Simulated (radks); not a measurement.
Values are calculated unless marked as measured or tabulated.
Effect of the nuclear size on the praseodymium ion Pr+, [Xe] 4f3 6s1. Code: a radial shooting solver on a logarithmic mesh with Libxc functionals. Model: Dirac Kohn-Sham, PBE, spin-unpolarised, spherical densities, finite nucleus; open shells fill j = l - 1/2 first; Fermi nuclear charge, rms radius 4.8919 fm. The rms radius is varied about that value; shifts are against it.

[
 {"rms radius (fm)": "4.3293", "total energy shift (eV)": "-2.52", "density at nucleus (e/bohr^3)": "4.28e+05", "1s1/2 shift (meV)": "-1050", "2s1/2 shift (meV)": "-129", "5s1/2 shift (meV)": "-0.948", "5p1/2 shift (meV)": "0.100", "6s1/2 shift (meV)": "-0.093", "4f5/2 shift (meV)": "0.178"},
 {"rms radius (fm)": "4.6375", "total energy shift (eV)": "-1.17", "density at nucleus (e/bohr^3)": "4.217e+05", "1s1/2 shift (meV)": "-486", "2s1/2 shift (meV)": "-60.0", "5s1/2 shift (meV)": "-0.440", "5p1/2 shift (meV)": "0.046", "6s1/2 shift (meV)": "-0.043", "4f5/2 shift (meV)": "0.083"},
 {"rms radius (fm)": "4.8919", "total energy shift (eV)": "0", "density at nucleus (e/bohr^3)": "4.169e+05", "1s1/2 shift (meV)": "0.000", "2s1/2 shift (meV)": "0.000", "5s1/2 shift (meV)": "0.000", "5p1/2 shift (meV)": "0.000", "6s1/2 shift (meV)": "0.000", "4f5/2 shift (meV)": "0.000"},
 {"rms radius (fm)": "5.249", "total energy shift (eV)": "1.73", "density at nucleus (e/bohr^3)": "4.106e+05", "1s1/2 shift (meV)": "716", "2s1/2 shift (meV)": "88.4", "5s1/2 shift (meV)": "0.649", "5p1/2 shift (meV)": "-0.068", "6s1/2 shift (meV)": "0.064", "4f5/2 shift (meV)": "-0.122"},
 {"rms radius (fm)": "5.4104", "total energy shift (eV)": "2.54", "density at nucleus (e/bohr^3)": "4.08e+05", "1s1/2 shift (meV)": "1050", "2s1/2 shift (meV)": "130", "5s1/2 shift (meV)": "0.953", "5p1/2 shift (meV)": "-0.100", "6s1/2 shift (meV)": "0.094", "4f5/2 shift (meV)": "-0.179"}
]

Slopes of the eigenvalues against <r^2> in GHz/fm^2, as finite differences over the two radii next to the reference (eigenvalue slopes, not the field-shift constants of lines): 1s1/2 48100, 2s1/2 5930, 5s1/2 43.5, 5p1/2 -4.59, 6s1/2 4.28, 4f5/2 -8.17.
